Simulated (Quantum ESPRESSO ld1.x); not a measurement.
Results of a calculation; reference values are marked as such.
Is Re- bound? Neutral atom [Xe] 4f14 5d5 6s2, anion [Xe] 4f14 5d6 6s2. Scalar-relativistic spherical Kohn-Sham, ld1.x of Quantum ESPRESSO 7.5; with spin, open shells are filled with parallel spins first. "No" means that the self-consistent cycle ended without a solution in which all occupied levels of the anion are bound.

| method | e(HOMO) neutral (eV) | anion bound | e(HOMO) anion (eV) | EA, Delta-SCF (eV) | <r> HOMO anion (bohr) |
|---|---|---|---|---|---|
| LDA (Slater exchange, Perdew-Zunger correlation), spin-polarised | 6s down -5.224 | no | - | - | - |
| LDA (Slater exchange, Perdew-Zunger correlation) + SIC, spin-polarised | 6s down -7.836 | yes | 5d down -0.990 | 0.437 | 2.33 |
| LDA (Slater exchange, Perdew-Wang correlation) + SIC, spin-polarised | 6s down -7.781 | yes | 5d down -0.927 | 0.391 | 2.34 |
| LDA (Slater exchange, Perdew-Zunger correlation) + Latter tail, spin-polarised | 6s down -6.338 | no | - | - | - |
| PBE, spin-unpolarised | 5d -5.367 | no | - | - | - |
| Slater X-alpha with alpha = 1, spin-unpolarised | 6s -7.367 | no | - | - | - |

With the Latter tail the total energy is not variational, so no affinity is given for it.
